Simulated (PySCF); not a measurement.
Gas-phase reaction: 2 In(CH3)2NH2 + 2 CH3 + H2 → 2 In(CH3)3.NH3

Energies from PySCF, thermal terms from the rigid-rotor harmonic-oscillator model, ideal gas at 1 bar. † marks an energy on the PBE0/def2-TZVP geometry and frequencies. MP2 freezes the core. Open shells (unrestricted): CH3 (multiplicity 2); the rest are closed-shell singlets. In: scalar-relativistic def2 core potential, no spin-orbit coupling. Adducts (In(CH3)3.NH3) have no counterpoise correction, and HF, PBE, BLYP, B3LYP and PBE0 lack dispersion. Methyl groups turn as free rotors in In(CH3)2NH2. In(CH3)2NH2, In(CH3)3.NH3: computed as isolated molecules; such fragments, hydroxides, amides, oligomers or adducts are transient or little studied in the gas. MP2 isn't extrapolated to the basis-set limit; its ΔH°(298 K) is -498.2 kJ in def2-SVP and -481.5 kJ in def2-TZVPP. The harmonic model lacks anharmonicity and excited electronic states, which grow with temperature; levels with a mode under 35 cm⁻¹ are left out. Soft modes under 120 cm⁻¹ make the harmonic entropy rough for In(CH3)2NH2, In(CH3)3.NH3.

ΔH° and ΔS° at 298 K: BLYP/def2-TZVP† -382 kJ, -360 J/K; M06-2X/def2-TZVP† -465 kJ, -360 J/K; MP2/def2-SVP† -498 kJ, -360 J/K; MP2/def2-TZVPP† -482 kJ, -360 J/K.

**Question.** With the heat capacities included, give log10 K (1 bar) at 600, 800, 1400, 1800, 2000 K from BLYP/def2-TZVP†, M06-2X/def2-TZVP†, MP2/def2-SVP†, MP2/def2-TZVPP†.

**Answer.** 
```csv
T (K),BLYP/def2-TZVP†,M06-2X/def2-TZVP†,MP2/def2-SVP†,MP2/def2-TZVPP†
600,14.5,21.8,24.6,23.2
800,6.4,11.8,13.9,12.9
1400,-3.7,-0.6,0.6,0.0
1800,-6.5,-4.1,-3.2,-3.6
2000,-7.4,-5.3,-4.4,-4.8
```
